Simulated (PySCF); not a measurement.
**`[SiH2]1C(S(=O)(=O)O)=CC=C1`, C4H6O3SSi**

Molfile (atoms numbered from 1):
```
C4H6O3SSi
     RDKit          3D

 15 15  0  0  0  0  0  0  0  0999 V2000
   -2.3326   -1.6294   -0.1394 O   0  0  0  0  0  0  0  0  0  0  0  0
   -1.9832   -0.2672   -0.3846 S   0  0  0  0  0  6  0  0  0  0  0  0
   -2.4771    0.3837   -1.5628 O   0  0  0  0  0  0  0  0  0  0  0  0
   -2.4975    0.6221    0.8760 O   0  0  0  0  0  0  0  0  0  0  0  0
   -0.2666   -0.0913   -0.1991 C   0  0  0  0  0  0  0  0  0  0  0  0
    0.4810    0.7022   -0.9642 C   0  0  0  0  0  0  0  0  0  0  0  0
    1.9033    0.6993   -0.6381 C   0  0  0  0  0  0  0  0  0  0  0  0
    2.2710   -0.1002    0.3736 C   0  0  0  0  0  0  0  0  0  0  0  0
    0.7584   -1.0144    1.0758 Si  0  0  0  0  0  4  0  0  0  0  0  0
   -3.0568    1.3242    0.5421 H   0  0  0  0  0  0  0  0  0  0  0  0
    0.0871    1.3019   -1.7705 H   0  0  0  0  0  0  0  0  0  0  0  0
    2.5814    1.3202   -1.2048 H   0  0  0  0  0  0  0  0  0  0  0  0
    3.2975   -0.1722    0.6918 H   0  0  0  0  0  0  0  0  0  0  0  0
    0.8029   -2.4531    0.8395 H   0  0  0  0  0  0  0  0  0  0  0  0
    0.4269   -0.6177    2.4426 H   0  0  0  0  0  0  0  0  0  0  0  0
  1  2  2  0
  2  3  2  0
  2  4  1  0
  2  5  1  0
  5  6  2  0
  6  7  1  0
  7  8  2  0
  8  9  1  0
  9  5  1  0
  4 10  1  0
  6 11  1  0
  7 12  1  0
  8 13  1  0
  9 14  1  0
  9 15  1  0
M  END
```

Computed, not measured: PySCF, GIAO KT3/pcSseg-1 magnetisability, rotational g tensor and spin-rotation constants, non-relativistic, gas phase. Geometry: GFN2-xTB.

Give the nuclear spin-rotation constants along the inertial axes (H = +C I·J) beside the isotropic shieldings.

Rotational constants 2.4293, 0.8951, 0.7639 GHz. A star marks the isotopologue with that one atom substituted, in its own axes.
```tsv
atom	isotope	Caa (kHz)	Cbb (kHz)	Ccc (kHz)	mean (kHz)	σ (ppm)
H10	1H	-0.132	-0.050	-0.063	-0.082	27.3
H11	1H	-0.101	0.059	-0.095	-0.046	24.5
H12	1H	-0.050	0.033	-0.087	-0.035	24.6
H13	1H	0.277	-0.089	-0.094	0.031	25.3
H14	1H	-0.232	-0.037	-0.002	-0.090	27.1
H15	1H	-0.227	-0.040	-0.001	-0.089	27.1
O1	17O*	-0.617	-0.227	-0.210	-0.351	79.5
S2	33S*	1.068	0.274	0.306	0.549	231.1
O4	17O*	-0.678	-0.243	-0.113	-0.345	112.4
C5	13C*	1.053	0.306	0.154	0.504	49.4
C6	13C*	1.117	0.341	0.124	0.527	42.2
C7	13C*	1.144	0.324	0.126	0.531	42.8
C8	13C*	1.168	0.312	0.100	0.527	51.8
Si9	29Si*	-1.236	-0.510	-0.461	-0.736	410.2
```
For the geometry as given, no vibrational averaging.
